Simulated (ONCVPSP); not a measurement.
**Configuration tests for Cr (ONCV)**

| Item | Value |
| --- | --- |
| Element | chromium (Cr) |
| Generator | ONCVPSP 4.0.1 |
| Type | optimised norm-conserving Vanderbilt (ONCV) |
| Functional | PBEsol |
| Relativity | scalar-relativistic |
| Frozen core | [Ne] |
| Valence charge | 14 |
| Reference configuration | 3s2 3p6 3d5 4s1 |
| Partial waves | 3s+4s: rc 1.20 bohr, ncon 4, nbas 8, qcut 11.9 1/bohr, 2 projectors; 3p: rc 0.95 bohr, ncon 4, nbas 7, qcut 7.8 1/bohr, 2 projectors, debl 2.6 Ha; 3d: rc 1.20 bohr, ncon 4, nbas 8, qcut 15.5 1/bohr, 2 projectors, debl 2.7 Ha |
| Local potential | polynomial inside 0.75 bohr (lpopt 4, dvloc0 0 Ha) |
| Core correction | Teter function, fcfact 5.5, rcfact 1.1 |

Energies are relative to the spin-unpolarised reference configuration 3s2 3p6 3d5 4s1; without spin polarisation the order of configurations can differ from experiment. Not all tests gave a result: 1 of 4 tests not solved or not reliable.

```csv
valence configuration,charge,ΔE all-electron (eV),error AE − PS (meV)
3s2 3p6 3d5 4s0,+1,6.874,+0.3
3s2 3p6 3d4 4s0,+2,22.888,0.0
3s2 3p6 3d5 4s0 4p1,0,3.144,+0.2
```

Levels in the configuration 3s2 3p6 3d4 4s0:

```
level  all-electron (eV)  pseudo (eV)
   3s            -94.881      -94.885
   3p            -66.312      -66.317
   3d            -22.813      -22.812
```
